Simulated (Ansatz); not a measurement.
```yaml
crystal:
  periodic: [false, false, false]
  atoms:
    - {symbol: F, position_ang: [1.953949, 1.423288, -0.943928]}
    - {symbol: B, position_ang: [1.284553, 0.377808, 0.177535]}
    - {symbol: C, position_ang: [0.255991, -0.659766, -0.138351]}
    - {symbol: Ga, position_ang: [-1.642552, 0.013595, 0.214594]}
    - {symbol: F, position_ang: [-2.493358, 0.349798, -1.254558]}
    - {symbol: H, position_ang: [1.871362, 0.643113, 1.146531]}
    - {symbol: H, position_ang: [0.448811, -1.415419, 0.448784]}
    - {symbol: H, position_ang: [0.243207, -0.992125, -1.250926]}
    - {symbol: H, position_ang: [-2.149130, 0.192423, 1.533936]}
basis:
  gaussian: {orbitals: aug-pcseg-2}
magnetization: {spin_polarized: true, initial_magnetization: 1}
hamiltonian: {xc: {name: PBEsol}}
output: {forces: true}
```

```sh
$ ansatz run in.yaml --threads 4 --pin off --events-out ev --progress --plain --max-ram 10444MiB
```

Output, abridged:

```
Error: a molecule whose nuclei and cores have a total charge of 64 cannot have a net charge of 0 together with 1 unpaired electrons
```

(1) What is wrong with this run?

Answers

(1) The number of unpaired electrons doesn't fit the electron count. The program refused the input.
